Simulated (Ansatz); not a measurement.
Ansatz (an electronic-structure program) input:

Ansatz 0.2 input:
```yaml
crystal:
  periodic: [false, false, false]
  atoms:
    - {symbol: Si, position_ang: [0.30759947, 0.30770815, 0.07056520]}
    - {symbol: C, position_ang: [1.63559233, -0.89427951, 0.28509437]}
    - {symbol: C, position_ang: [-1.23801599, -0.54223117, -0.70562232]}
    - {symbol: O, position_ang: [-0.22694747, 0.86865938, 1.59419014]}
    - {symbol: O, position_ang: [0.30200518, 1.82190079, -0.71419066]}
    - {symbol: H, position_ang: [2.53675327, -0.50265705, 0.77792947]}
    - {symbol: H, position_ang: [1.95293994, -1.40594523, -0.63111391]}
    - {symbol: H, position_ang: [-1.12885838, -0.61107789, -1.78608269]}
    - {symbol: H, position_ang: [-2.16160695, 0.00126738, -0.50331432]}
    - {symbol: H, position_ang: [-1.36190088, -1.55325334, -0.32765663]}
    - {symbol: H, position_ang: [-0.04945544, 0.21528973, 2.26202044]}
    - {symbol: H, position_ang: [-0.35029433, 2.42736972, -0.36525083]}
basis:
  gaussian:
    orbitals: def2-TZVP
hamiltonian:
  xc: b3lyp
  dispersion: d3bj
total_charge: -1
relax: {f_tol: 0.002, max_steps: 150}
```

Problem. What final total energy does it print?

Solution. -520.61889 Eh (B3LYP-D3(BJ)/def2-TZVP). The basis has 203 functions. The run takes around 4 core-minutes (rough).

It need not be the lowest isomer of its formula. Whether it binds its extra electron was not tested at this geometry.
